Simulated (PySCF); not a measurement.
Two structures of SiH₄Cl₂O, closed shell, reached by relaxing down either side of one saddle point (PBE0-D4/def2-TZVP). Energies are electronic, without zero-point energy. Computed with PySCF 2.14 with density fitting (its default auxiliary sets; JK sets also for MP2 and CCSD(T)) (basis: def2-TZVPP and def2-QZVPP); correlated methods freeze the cores. Extrapolation: Hartree–Fock as exp(−7.88 √X), correlation as X^−2.97. First:

```xyz
8
angstrom
Si -0.3537 -0.6535 -0.7652
H 1.0356 -1.0489 -0.4877
Cl -1.0586 -1.9710 -2.1770
Cl -1.5024 -0.9012 0.9201
H -0.5535 0.6956 -1.3140
H 1.3968 0.8708 1.5840
O 0.9036 1.3073 0.8846
H 0.1715 1.7415 1.3305
```

Second:

```
8
angstrom
Si -0.6965 0.1069 -0.9862
H 1.0287 -0.4456 2.3271
Cl 0.3918 -1.4255 -1.7841
Cl -2.1052 -0.7221 0.2402
H -1.3520 0.8601 -2.0613
H 1.7473 -0.3335 2.1526
O 0.2482 1.1384 -0.1689
H 0.7260 0.8159 0.5995
```

Task: Which bonds change from the first to the second?

Result: SiH₂Cl₂ ([Cl][SiH2][Cl]) + H₂O → SiH₂Cl₂O ([OH][SiH]([Cl])[Cl]) + H₂; bonds formed: Si1–O7, H2–H6; bonds broken: Si1–H2, H6–O7.

Task: Give the saddle point's structure and its height above each. (To be estimated.)

Result: By the calculation: 167.1 kJ/mol above the first and 246.4 kJ/mol above the second (CCSD(T) at an estimated basis limit (MP2 extrapolated from triple and quadruple zeta, plus CCSD(T) − MP2 in triple zeta)).
```csv
atom,x (Å),y (Å),z (Å)
Si1,-0.3714,-0.2499,-0.3323
H2,0.9284,-0.9782,0.4475
Cl3,0.0855,-1.3743,-1.9994
Cl4,-1.6232,-1.0620,1.0973
H5,-1.3070,0.7137,-0.9531
H6,1.1442,0.0724,0.6791
O7,0.7432,1.0741,0.2644
H8,0.4002,1.8042,0.7964
```

No T1 diagnostic of these runs exceeds 0.011. The start structure is not quite a true minimum (one mode of 48i cm⁻¹).

Labels in which every atom is bracketed show which atoms are joined, not bond orders.

For scale, one of the runs: CCSD(T)/def2-TZVPP, 213 basis functions, launched by `OMP_NUM_THREADS=4 python run.py`. The run took 4.5 min on 4 CPU threads of an Intel Xeon 6975P-C (shared host), with 3.1 GiB of host memory at its peak.
